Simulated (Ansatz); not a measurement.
Reaction (SMILES): F[SiH2][SiH3] + [SiH4] (SiH4) -> F[SiH3] [fluorosilane] + [SiH3][SiH3]
Each molecule is optimised on its own at B3LYP-D3(BJ)/def2-TZVP (Ansatz, an electronic-structure program).

Property: bond separation energy (electronic energy difference), in kJ/mol. Valence correlation only, unless marked. No spin-orbit coupling. Non-relativistic unless marked X2C. Basis-set limits of correlation are two-point, X^-3; Hartree-Fock from the larger set. The bracket is a focal-point correction in the basis named.

```tsv
level	program	bond separation energy (kJ/mol)
HF/STO-3G	Ansatz	-3.5
HF/6-31G*	Ansatz	-6.5
HF/aug-cc-pV(D+d)Z	Ansatz	-7.3
HF/cc-pVTZ	Ansatz	-8.3
BLYP-D3(BJ)/def2-TZVPD	Ansatz + dftd3	-5.5
revPBE-D3(BJ)/def2-TZVPD	Ansatz + dftd3	-6.5
r2SCAN-D3(BJ)/def2-TZVPD	Ansatz + dftd3	-7.5
PBE0/def2-SVP	Ansatz	-6.5
PBE0-D3(BJ)/def2-TZVP	Ansatz + dftd3	-7.6
PBE0/def2-TZVP	Ansatz	-7.7
PBE0/def2-QZVPP	Ansatz	-7.9
r2SCAN0-D4/def2-TZVPD	Ansatz + dftd4	-8.3
B2GP-PLYP/def2-TZVPD	Ansatz	-8.1
MP2/6-31G	Ansatz	-4.1
MP2/cc-pVTZ	Ansatz	-9.8
CCSD/STO-3G	Ansatz	-1.8
CCSD(T)/STO-3G	Ansatz	-1.6
CCSD(T)/6-31G*	Ansatz	-5.2
CCSD(T)/cc-pV(T+d)Z	Ansatz	-8.8
X2C-CCSD(T)/cc-pVTZ-DK	Ansatz	-8.5
RI-MP2/CBS(cc-pV(T+d)Z,cc-pV(Q+d)Z)+[CCSD(T)-MP2]/cc-pV(T+d)Z	Ansatz	-8.6
```
